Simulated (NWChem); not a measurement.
System: C2H4F2OSi; SMILES C=C(F)[Si@@H](O)F

The following NWChem deck was run.

```
start job
memory heap 200 mb stack 900 mb global 1100 mb
geometry units angstroms noautoz
  C     -1.235949    -1.656889    -0.357722
  C     -0.117814    -1.058365     0.050719
  F      1.009076    -1.802643     0.256770
  Si     0.114327     0.768368     0.401166
  O      1.307776     1.429697    -0.522438
  F     -1.325203     1.422605     0.075401
  H     -1.280449    -2.728219    -0.534212
  H     -2.132278    -1.068102    -0.517289
  H      0.483166     1.057439     1.797648
  H      1.323291     1.201741    -1.462805
end
basis spherical
  * library 3-21g
end
dft
  xc b3lyp
  iterations 150
  mulliken
end
task dft energy
```

All runs use the structure optimised with B3LYP/6-31G* (spherical d).

**Question.** Predict the main results of this run. (B3LYP/3-21G.) Quantities: basis functions; energy (Ha); highest occupied level (eV); orbital gap (eV); dipole (D).

**Answer.** 
```
Property                      Result
---------------------------  -------
number of basis functions         66
energy (Ha)                  -639.63
highest occupied level (eV)    -7.46
orbital gap (eV)                7.01
dipole (D)                      1.83
```
